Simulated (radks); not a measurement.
Effect of the nuclear size on neutral lead, [Hg] 6p2. All-electron calculation, Dirac Kohn-Sham, PBE, spin-unpolarised, spherical densities, finite nucleus; open shells fill j = l - 1/2 first; Fermi nuclear charge, rms radius 5.5012 fm. Program: a radial shooting solver on a logarithmic mesh with Libxc functionals. The rms radius is varied about that value; shifts are against it.

\begin{tabular}{lrrrrrrrrr}
rms radius (fm) & total energy shift (eV) & density at nucleus (e/bohr^3) & 1s1/2 shift (meV) & 2s1/2 shift (meV) & 4p1/2 shift (meV) & 5s1/2 shift (meV) & 5p1/2 shift (meV) & 6s1/2 shift (meV) & 6p1/2 shift (meV) \\ \hline
4.7805 & -32.3 & 2.908e+06 & -12800 & -1950 & -2.50 & -23.4 & 0.442 & -2.28 & 0.326 \\
5.0886 & -18.8 & 2.831e+06 & -7480 & -1140 & -1.46 & -13.6 & 0.257 & -1.33 & 0.190 \\
5.5012 & 0 & 2.736e+06 & 0.000 & 0.000 & 0.000 & 0.000 & 0.000 & 0.000 & 0.000 \\
6.0513 & 26.3 & 2.625e+06 & 10500 & 1590 & 2.06 & 19.1 & -0.356 & 1.86 & -0.265 \\
6.5519 & 51.5 & 2.536e+06 & 20500 & 3110 & 4.05 & 37.3 & -0.694 & 3.64 & -0.519 \\
\end{tabular}

Slopes of the eigenvalues against <r^2> in GHz/fm^2, as finite differences over the two radii next to the reference (eigenvalue slopes, not the field-shift constants of lines): 1s1/2 405000, 2s1/2 61500, 4p1/2 79.4, 5s1/2 736, 5p1/2 -13.8, 6s1/2 71.9, 6p1/2 -10.3.
